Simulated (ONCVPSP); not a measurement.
# Ar (Z = 18): one change to an ONCV potential, before and after

Ar, optimised norm-conserving Vanderbilt (ONCV), made with ONCVPSP 4.0.1 (PBE, scalar-relativistic). Core [Ne], reference 3s2 3p6. Waves: 3s: rc 1.25 bohr, ncon 4, nbas 8, qcut 5 1/bohr, 2 projectors, debl 1.8 Ha; 3p: rc 1.45 bohr, ncon 4, nbas 9, qcut 4.7 1/bohr, 2 projectors, debl 1.2 Ha. Local part: polynomial inside 0.95 bohr (lpopt 5, dvloc0 1 Ha). Core correction: Teter function, fcfact 3.5, rcfact 1.5.

Change: s: qcut 5.8; p: qcut 5.4.

Cutoffs: the cutoffs (Ha) at which the residual kinetic energy of the hardest occupied pseudo-wave falls to 1 and 0.1 mHa per electron; they do not see the model core or the augmentation charge, which bear on the density cutoff. Errors are all-electron minus pseudo energies relative to the spin-unpolarised reference configuration.

How do hardness, ghosts and transferability respond?

The potential gets softer (59 Ha and 107 Ha → 20 Ha and 93 Ha); of the 4 tests that both files solve, the error grows in 0 and shrinks in 1 by more than 15 % and 0.3 meV (median size 4.5 → 2.8 meV); neither file shows a bound ghost.

| quantity | base | changed |
| --- | --- | --- |
| cutoff, loose | 59 Ha | 20 Ha |
| cutoff, tight | 107 Ha | 93 Ha |
| loose cutoff by channel | s 59 Ha, p 9.1 Ha | s 20 Ha, p 9.1 Ha |
| bound ghosts | none | none |
| GHOST(+) flags under 300 eV | s at 228.2 eV | s at 224.2 eV |
| error for 3s2 3p5, meV [ΔE 16.06 eV] | -0.2 | -0.3 |
| error for 3s2 3p4, meV [ΔE 44.72 eV] | +6.3 | +5.4 |
| error for 3s2 3p3, meV [ΔE 87.30 eV] | +29 | +25 |
| error for 3s1 3p6, meV [ΔE 30.67 eV] | -2.6 | -0.1 |
| s: phases at 1.27 bohr within 0.05 rad from the reference energy up to (Ha; the scan ends near 5) | to the end of the scan | to the end of the scan |
| p: phases at 1.47 bohr within 0.05 rad from the reference energy up to (Ha; the scan ends near 5) | to the end of the scan | to the end of the scan |
| rms error of d²Exc/dni dnj with the model core, mHa | 1.15 | 1.00 |
